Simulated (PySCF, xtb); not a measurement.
Mg(F)(Me) (CH₃FMg), SMILES [CH3][Mg][F].

GFN2-xTB in xtb at its own geometry gives an orbital gap of 3.08 eV and a dipole moment of 4.99 D.

Geometry: r2SCAN-D4/def2-TZVP.

**Question.** What does M06-2X/def2-TZVPD (PySCF) give? (The exact figures need the calculation; the answer reports its results.)

**Answer.** gap 8.05 eV (levels -8.80 and -0.75 eV), dipole 2.10 D.
